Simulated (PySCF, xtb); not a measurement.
hydrogen iodide (HI), SMILES I.

Harmonic wavenumbers (cm⁻¹) from GFN2-xTB run with xtb 6.7.1 at its own minimum, in rising order: 2372.

**Question.** What does B3LYP-D3(BJ)/def2-TZVPD (PySCF) give at its own minimum? (Estimate from the structure and the level; the computed values follow.)

**Answer.** 2301. Paired by order, the mean absolute difference is 70 cm⁻¹ and the zero-point energies are 3.4 and 3.3 kcal/mol.
